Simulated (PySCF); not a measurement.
Start geometry of `[N]#[Cr-2]([I])([I])([I])[I]` ([CrNI4]2-) [radical] from GFN2-xTB (Å):
```
atom  x, y, z in Å
Cr1   -0.001   -0.002    0.258
N2    -0.001   -0.008    1.937
I3     2.714    0.016   -0.549
I4    -0.014    2.716   -0.532
I5    -2.711   -0.008   -0.557
I6     0.014   -2.714   -0.557
```

**Question.** What comes out of this run: PBE0-D3(BJ)/def2-SVP geometry optimisation, gas phase, def2 core potentials past Kr (PySCF 2.14.0)?

**Answer.** 
```
atom  x, y, z in Å
Cr1    0.000    0.000    0.113
N2     0.000   -0.005    1.606
I3     2.704    0.004   -0.431
I4    -0.003    2.707   -0.419
I5    -2.704   -0.002   -0.433
I6     0.003   -2.704   -0.436
```

The energy falls by 0.589 eV over 8 energy and gradient evaluations, the largest force component goes from 0.0615 to 2.5e-04 Eh/bohr, and the atoms move by 0.177 Å rms after alignment. The bond that changes most is Cr1–N2 (ends: chromium bonded to 4 I and N; nitrogen bonded to Cr), which shortens by 0.186 Å. Bonds longer at the end by more than 0.005 Å: 0 of 5; shorter: 5. Among the angles that change most is I3–Cr1–I5, from 146.7° to 157.2°. Rotational constants go from 255.7, 255.1, 135.2 to 262.7, 262.5, 136.1 MHz. The orientation of the end geometry is arbitrary; only internal coordinates are fixed.

The run used 149 basis functions and 223 SCF cycles in all.

Stationary, but not proved a minimum. ⟨S²⟩ = 0.942 (exact for a doublet: 0.75). Whether so highly charged an anion holds all its electrons in the gas phase wasn't checked; a finite basis holds them in any case. No counter-ion or solvent screens the charge of this multiply charged ion.

Caution for open-shell metal species: one SCF solution and one stationary point were followed, and a lower state or a bent or distorted shape isn't ruled out.
